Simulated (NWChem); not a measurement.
Molecule: C3H7BO; SMILES C=CB(C)O

```xyz
12

B      0.0430    -0.4542    -0.0022
C     -0.7600    -1.8209     0.0041
H     -1.4193    -1.8842    -0.8731
H     -1.4235    -1.8741     0.8788
H     -0.1317    -2.7216     0.0107
C     -0.6926     0.9272    -0.0076
C     -0.0509     2.1050     0.0057
H     -1.7849     0.9468    -0.0203
H     -0.5712     3.0621     0.0039
H      1.0363     2.1507     0.0192
O      1.4132    -0.4209    -0.0030
H      1.7947    -1.3104     0.0024
```
Atoms are numbered in this order, from 1.

Results from NWChem. Geometry: optimised at B3LYP/6-31G* (spherical d). Hybrids' shares of exact exchange are those that their runs print; pure functionals count as 0. The functionals differ in more than this share.

```
row                     share of exact exchange  highest occupied level (eV)
----------------------  -----------------------  ---------------------------
PBE/def2-TZVP                              0.00                        -6.61
BLYP/def2-TZVP                             0.00                        -6.44
TPSSh/def2-TZVP                            0.10                     withheld
B3LYP/def2-TZVP                            0.20                        -7.49
Hartree-Fock/def2-TZVP                     1.00                       -10.06
```

### Question
Fit a straight line of the last column on the one before it, predict the withheld value, and compare with the run.

### Answer

1. Means of the 4 shown rows: x = 0.300, y = -7.650. Slope Σ(x − x̄)(y − ȳ)/Σ(x − x̄)² = -2.378/0.6800 = -3.497; intercept -6.601.
2. The shown rows scatter about the line by 0.126 (root mean square); the largest residual is -0.19, at B3LYP/def2-TZVP.
3. At x = 0.10 (TPSSh/def2-TZVP; inside the shown range) the line gives -6.95.
4. The run gives -7.05, -0.10 from the line, 0.8 times the scatter.
